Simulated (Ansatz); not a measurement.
Total energies of WN(NH2)3 (WN4H6) from Ansatz at PBE0-D4/def2-TZVP, gas phase (1 Eh = 27.2114 eV = 2625.5 kJ/mol). The reference geometry is relaxed at PBE0-D4/def2-SVP.

```xyz
11

W     0.142    0.272    0.032
N     0.904    1.738    0.208
N     0.464   -0.201   -1.842
H     0.986    0.357   -2.508
H     0.127   -1.051   -2.286
N    -1.728    0.669    0.461
H    -2.477   -0.019    0.452
H    -2.092    1.578    0.723
N     1.048   -0.882    1.331
H     1.806   -0.599    1.943
H     0.820   -1.861    1.486
```

```csv
state,geometry,energy (Eh)
charge 0 singlet,reference,-289.66571
charge 1 doublet,reference,-289.34029
charge 1 doublet,relaxed at PBE0-D4/def2-SVP,-289.34057
```

In the def2 sets W takes a core potential; there is no spin–orbit coupling.

Q: Work out the vertical ionisation energy to the doublet.

A: E(charge 1 doublet) − E(charge 0 singlet) = -289.34029 − (-289.66571) = 0.32542 Eh = 8.86 eV. For comparison, −ε of the highest occupied level is 7.03 eV at this level, 1.83 eV less.

Q: How much does the charge 1 doublet relax, and what is the adiabatic ionisation energy?

A: Relaxation: -289.34029 − (-289.34057) = 0.00028 Eh = 0.01 eV. Adiabatic ionisation energy: 0.32514 Eh = 8.85 eV, without zero-point energy.
